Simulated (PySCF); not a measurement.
Bi(Cl)3 anion (BiCl3), SMILES [Cl][Bi]([Cl])[Cl] (connectivity only; charge and spin as stated), charge -1, multiplicity 2. Atoms are numbered in the order given.

```xyz
4

Bi     0.0000     0.0000     0.0000
Cl     2.6594     0.0000     0.0000
Cl    -1.3297     2.3031     0.0000
Cl    -1.3297    -2.3031     0.0000
```
Charge -1, spin multiplicity 2.

The structure is a stationary point at PBE0-D3(BJ)/def2-SVPD. The multiplicity is an assumed one; other spin states were not compared. The isomer is the one that the SMILES or the coordinates give; other isomers of the formula were not compared. The def2 effective core potentials stand for the cores of Bi; spin–orbit coupling is left out.

Method: ωB97X/def2-TZVPD (PySCF).

Mulliken values depend strongly on the basis, most of all with diffuse functions as here. ESP charges are fitted to the potential on shells at 1.4 to 2.0 van der Waals radii. Atomic charges (e):

```tsv
atom	ESP fit	Mulliken	Mulliken spin
Bi1	0.56	0.80	0.88
Cl2	-0.52	-0.60	0.04
Cl3	-0.52	-0.60	0.04
Cl4	-0.52	-0.60	0.04
```
